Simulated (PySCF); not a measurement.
# Reading the logs of faulty runs: AlBH4N2

Calculated results; nothing here was measured. The program is PySCF 2.14.0, an open-source quantum chemistry code, run on an isolated molecule that a program drew, which may never have been made. The molecule is AlBH4N2 (charge 0, singlet), drawn as the SMILES string `B=[N][AlH][NH2]`.

Each row is a Hartree-Fock (HF) and frozen-core CCSD(T) single point in the cc-pV(D+d)Z basis, meant for a local HF minimum. Run 1 is clean. Each other run has one planted mistake out of seven kinds, and not every kind appears here: one electron removed, one electron added, multiplicity raised by two, geometry at a saddle point, minimal basis STO-3G, one bond length entered in bohr, all coordinates scaled. The reference is restricted for singlets and unrestricted otherwise, and also for a bond in bohr. Adding or removing an electron swaps singlet and doublet. Electrons count all cores. HOMO and LUMO are orbital energies over both spins, the gradient is its largest component, and the lowest frequency (negative if imaginary) is given only where the gradient is small. Bond lengths are over the 7 bonds as drawn. T1 is the CCSD diagnostic: over 0.02 (restricted) or 0.045 (unrestricted) a single reference is doubtful.

Geometry of the clean run:
```xyz
8
AlBH4N2, angstrom
B    -1.1500    1.4188   -1.5625
N    -0.1298    1.4489   -0.8484
Al    1.3579    1.4646    0.1189
N     1.3248    2.0937    1.7632
H    -2.1122    1.3915   -2.2330
H     2.7192    0.9266   -0.4584
H     0.5170    2.4591    2.2315
H     2.1189    2.1375    2.3738
```

| run | electrons | basis functions | <S^2> | HOMO (eV) | LUMO (eV) | gradient (hartree/bohr) | lowest frequency (cm^-1) | mean bond (Å) | longest bond (Å) | T1 | HF (hartree) | CCSD(T) (hartree) | mistake |
|---|---|---|---|---|---|---|---|---|---|---|---|---|---|
| 1 | 36 | 85 | 0.000 | -10.53 | 2.77 | 2.0e-05 | 119 | 1.3619 | 1.775 | 0.0164 | -377.93152 | -378.45167 | no fault |
| 2 | 36 | 85 | 2.043 | -3.60 | -0.67 | 1.1e-01 | - | 1.3619 | 1.775 | 0.0210 | -377.74560 | -378.24031 | multiplicity raised by two |
| 3 | 36 | 28 | 0.000 | -7.80 | 8.94 | 5.3e-02 | - | 1.3619 | 1.775 | 0.0213 | -373.28205 | -373.51664 | minimal basis STO-3G |
| 4 | 36 | 85 | 1.465 | -9.42 | 1.86 | 2.9e-02 | - | 1.5202 | 2.354 | 0.0848 | -377.61894 | -378.12327 | ? |

**Which mistake was planted in run 4, and what did it cost?**

The mean bond changes by a factor of 1.116 and the longest by 1.326, so the molecule wasn't scaled as a whole. A length L in bohr read as angstrom grows by (1/0.5292 - 1) L = 0.890 L. The 7 bonds together grew by 7 x 0.1583 = 1.108 Å, which gives L = 1.245 Å. That is bond B1-N2, 1.246 Å in the clean geometry. So the mistake is: one bond length entered in bohr. Subtracting run 1 and multiplying by 627.51 kcal/mol a hartree, the energy moved by 196.1 kcal/mol in HF and 206.1 kcal/mol in CCSD(T).

Cautions from the logs. Run 3: T1 is over the limit, so its CCSD(T) energy is less reliable; run 4: T1 is over the limit, so its CCSD(T) energy is less reliable.
